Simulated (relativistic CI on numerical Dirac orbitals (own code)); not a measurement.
**Hyperfine structure of Sm⁶¹⁺, mass number 147**

Computed by Dirac equation for one electron, model QED (radiative potential, 1s self-energy scaled to tabulated hydrogen-like ionisation energies) (own radial code, finite nucleus).

Configurations in the expansion: 1s, 2s, 2p, 3s, 3p, 3d, 4s, 4p, 4d, 4f, 5s, 5p, 5d, 5f, 5g, 6s, 6p, 6d. Levels of other configurations are missing.

Nuclear spin I = 7/2, μ = -0.809 μN, Q = -0.26 b (tables of Stone and Pyykkö). The electronic factors are computed for point nuclear moments, without core polarisation or the Bohr-Weisskopf and QED corrections.

```json
{"Level": "1s ²S1/2", "E (eV)": "0.0", "A (GHz)": "-19340", "B (GHz)": ""}
{"Level": "2p ²P°1/2", "E (eV)": "41200.1", "A (GHz)": "-920.7", "B (GHz)": ""}
{"Level": "2s ²S1/2", "E (eV)": "41212.1", "A (GHz)": "-2784", "B (GHz)": ""}
{"Level": "2p ²P°3/2", "E (eV)": "41969.4", "A (GHz)": "-124.2", "B (GHz)": "-272"}
{"Level": "3p ²P°1/2", "E (eV)": "49073.0", "A (GHz)": "-278.9", "B (GHz)": ""}
{"Level": "3s ²S1/2", "E (eV)": "49076.5", "A (GHz)": "-827.1", "B (GHz)": ""}
{"Level": "3d ²D3/2", "E (eV)": "49301.3", "A (GHz)": "-22.59", "B (GHz)": "-17"}
{"Level": "3p ²P°3/2", "E (eV)": "49301.8", "A (GHz)": "-37.89", "B (GHz)": "-84.5"}
```

Levels with J = 0, under 50 % of one LS term, or S terms without an open s electron are left out. Small factors come from cancelling terms and can be off by tens of per cent or more.

(1) Give the hyperfine levels of 1s ²S1/2 relative to its centre of gravity.

Results:

(1) With K = F(F + 1) − I(I + 1) − J(J + 1), E = AK/2: F = 3: 43520, F = 4: -33850 GHz.
